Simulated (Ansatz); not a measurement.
Reaction (ligand exchange at the Sn–O bond): `[OH][Sn]([F])([F])[SiH3]` + H–F → `[F][Sn]([F])([F])[SiH3]` + H₂O

Program: Ansatz. Geometries: PBE0-D4/def2-TZVP. ΔE: electronic, gas phase. CBS: MP2 limit from def2 TZ/QZ plus the TZ coupled-cluster correction, frozen cores. This one scheme is used for every species. DFT in def2-TZVPP. HSE06 is defined as in plane-wave codes. def2 core potentials past Kr. For Sn outer-core shells are correlated without core-valence functions, which leaves a few kJ/mol of doubt a bond. One conformer a species, not always the lowest.

```tsv
species	HSE06 energy (Eh)
`[OH][Sn]([F])([F])[SiH3]`	-780.92781
H–F	-100.38998
`[F][Sn]([F])([F])[SiH3]`	-804.95137
H₂O	-76.37727
```

**Question.** Work out ΔE.

**Answer.** ΔE = (-804.95137) + (-76.37727) − (-780.92781) − (-100.38998) = -0.01085 Eh = -28.5 kJ/mol. CCSD(T)/CBS gives -25.3 kJ/mol.

Largest T1 diagnostic among the species: 0.015.

Leaving LDA and LC-ωPBE aside and taking each functional with its dispersion term where it has one, the values, not all of them listed here, spread over 10.4 kJ/mol, from B97M-V to PBE-QIDH. LDA lies +6.5 kJ/mol from PBE without D4. From BLYP to BHLYP (50 % exact exchange), in def2-TZVPP and without D4, ΔE moves by +3.2 kJ/mol.
